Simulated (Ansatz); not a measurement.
C2H8ClNOSi, singlet, geometry from GFN2-xTB, with bond 10-5 at 1.4 times its length; CASSCF(6,4)/STO-3G in Ansatz (an electronic-structure program).

Here is a job for Ansatz.
Ansatz 0.2 input:
```yaml
crystal:
  periodic: [false, false, false]
  atoms:
    - {symbol: Si, position_ang: [0.87631423, -0.42455561, 0.03058132]}
    - {symbol: N, position_ang: [1.41747602, -0.49392247, 1.65365929]}
    - {symbol: Cl, position_ang: [1.23170912, 1.43631587, -0.66289810]}
    - {symbol: O, position_ang: [-0.70283168, -0.70932225, 0.19232480]}
    - {symbol: C, position_ang: [-1.76089591, -0.46150105, -0.69494924]}
    - {symbol: C, position_ang: [-3.05717309, -0.32857767, 0.08870961]}
    - {symbol: H, position_ang: [1.48327713, -1.34374716, -0.93149176]}
    - {symbol: H, position_ang: [2.38732913, -0.32871458, 1.85843551]}
    - {symbol: H, position_ang: [1.03685384, -1.20116160, 2.25872379]}
    - {symbol: H, position_ang: [-1.48694796, 0.82271892, -1.48927490]}
    - {symbol: H, position_ang: [-1.82735289, -1.29545184, -1.40465594]}
    - {symbol: H, position_ang: [-3.24754260, -1.23996776, 0.64941666]}
    - {symbol: H, position_ang: [-2.98172415, 0.49968603, 0.78818502]}
    - {symbol: H, position_ang: [-3.88434054, -0.14752571, -0.59193472]}
basis:
  gaussian:
    orbitals: STO-3G
hamiltonian:
  xc: hf
magnetization: {spin_polarized: false}
correlation: {active_space: {window: {electrons: 6, orbitals: 4}}}
```

Q: Predict the main parts of the log of this Ansatz run.

A: 
```
Functional definition: HF
595 factors; integrals over basis functions are off by at most 3.5e-5 eV
mean field evaluation 1: about -25773.0385 eV, gradient 2.7e1 eV
mean field evaluation 2: about -25773.2618 eV, gradient 2.8e1 eV
mean field evaluation 4: about -25776.0400 eV, gradient 1.6e0 eV
mean field evaluation 8: about -25776.0518 eV, gradient 5.4e-4 eV
mean field -25776.05181000 eV, -947.2524323821 hartree, gradient 3.8e-6 eV, S^2 0.000000; 0 other end points of the search recorded, 0 dependent functions left out
reference -25776.05181000 eV, -947.2524323821 hartree; 33, 33 occupied and 13, 13 virtual orbitals, 595 factors
state -25777.14976086 eV, -947.2927813318 hartree
Total energy: -25777.14976086 eV, -947.2927813318 hartree
```
